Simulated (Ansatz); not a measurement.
Born–Oppenheimer molecular dynamics of Cl$_{3}$H$_{2}$NSi (7 atoms, charge 0, multiplicity 1). It starts from a relaxed structure.

Theory: Ansatz 0.2.0, RKS B3LYP-D4/6-31G*.

```
ensemble        : NVT, Langevin thermostat
time step       : 0.5 fs
steps asked     : 150
set temperature : 300 K
friction        : 0.02 /fs
seed            : 192156
```

First frame:

```xyz
7
Properties=species:S:1:pos:R:3
Si 0.004 -0.011 0.059
N 0.066 -0.124 1.752
H -0.767 -0.348 2.282
H 0.725 0.437 2.279
Cl 1.934 -0.007 -0.644
Cl -0.919 1.683 -0.686
Cl -1.041 -1.630 -0.651
```

Problem. How far do the bonds stretch over the last three quarters of this one trajectory? (Pairs bonded in most of those frames.)

Solution. 
| bond | mean (Å) | spread (Å) | shortest | longest |
| --- | --- | --- | --- | --- |
| Si1–N2 | 1.701 | 0.012 | 1.68 | 1.72 |
| Si1–Cl5 | 2.053 | 0.022 | 2.02 | 2.09 |
| Si1–Cl6 | 2.082 | 0.031 | 2.04 | 2.13 |
| Si1–Cl7 | 2.059 | 0.050 | 1.99 | 2.13 |
| N2–H3 | 1.015 | 0.011 | 0.99 | 1.04 |
| N2–H4 | 1.014 | 0.009 | 1.00 | 1.03 |

Mean temperature of the second half: 197 K. The mean temperature of the second half is 34 % below the set value. A run of 0.075 ps of so small a system gives no equilibrium averages.

Time of the run: 15 min on 1 thread of Arm Neoverse V1, on a shared host, peak memory 0.21 GiB.
